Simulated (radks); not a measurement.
Problem. These are the eigenvalues of the occupied orbitals of an atom or ion with whole-number occupations (eV). Method: scalar-relativistic Kohn-Sham, BLYP, spin-unpolarised, spherical densities, finite nucleus; Fermi nuclear charge, rms radius of each element as measured or else 0.836 A^(1/3) + 0.57 fm; computed with a radial shooting solver on a logarithmic mesh with Libxc functionals.

1s: -96293.21
2s: -21753.74
2p: -19435.71
3s: -8661.878
3p: -7986.464

Which element is it, and in what charge state? The configuration may be excited.

Solution. Z = 83, bismuth, charge +67: Bi67+ in [Ne] 3s2 3p4. The list shows which subshells hold electrons but not how many an open one holds; the 1s level, -3538.7 hartree, gives Z - s = 84.1 by -(Z - s)^2/2, which with screening and relativity narrows Z to a few neighbours, and the depths of the outer levels then fix element, charge and occupations together.
